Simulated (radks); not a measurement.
Spherical jellium clusters: N electrons in a uniform positive sphere of charge N and radius rs N^(1/3), rs = 2.64 bohr. Calculated with a radial shooting solver with Libxc functionals: non-relativistic Kohn-Sham, PBEsol, spin-polarised, spherical densities. Levels are named by radial order and angular momentum (1s, 1p, 1d, 2s, ...), and open shells are averaged over m.

N = 10, configuration 1s2 1p6 1d(up 2, down 0). This is the lowest configuration that the search found. Occupied and some empty levels:

level    occupation  eigenvalue (eV)  <r> (bohr)
1s up             1          -7.8273       3.761
1s down           1          -7.6223       3.625
1p up             3          -5.3430       4.712
1p down           3          -4.9556       4.622
1d up             2          -2.5662       5.679
2s up             0          -2.1021       5.938
1d down           0          -2.0814       5.671
2s down           0          -1.7909       5.988

Energy (eV): total -11.6587, kinetic 35.059, external -546.82, Hartree 261.90, exchange-correlation -48.855, background 287.05.
